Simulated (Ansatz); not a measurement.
Reactions of `[OH][SnH2][OH]`.

Gas-phase electronic energies from Ansatz, PBE0-D4/def2-TZVP geometries. CCSD(T)/CBS adds triple-zeta CCSD(T) − MP2 to the extrapolated MP2 energy (def2 sets, frozen cores). This one scheme is used for every species, atoms too. Functionals use def2-TZVPP. Open shells (•) are unrestricted, without spin–orbit coupling. Spin–orbit coupling would lower the free atoms: a little for F. Elements past krypton have def2 core potentials. Bonds to Se, Sn are less sure, by a few kJ/mol each and by 10 to 20 or more in all where they break to atoms, as the def2 sets lack core-valence functions. Scalar relativity is left out up to krypton. One conformer a species, not always the lowest.

```tsv
reaction	CCSD(T)/CBS(def2) (eV)
`[OH][SnH2][OH]` + H₂Se → `[OH][SnH2][SeH]` + H₂O	?
`[OH][SnH2][OH]` + HCl → `[OH][SnH2][Cl]` + H₂O	-0.73
`[OH][SnH2][OH]` + F• → `[OH][SnH][OH]`• + H–F	-2.73
`[OH][SnH2][OH]` + `NC=O` → `O=C[NH][SnH2][OH]` + H₂O	-0.12
```

Problem. Fill in the missing values. (Best estimate.)

Solution. The calculation gave: `[OH][SnH2][OH]` + H₂Se → `[OH][SnH2][SeH]` + H₂O: -0.62 eV.

Largest T1 diagnostic: 0.018, for `[OH][SnH][OH]`•.
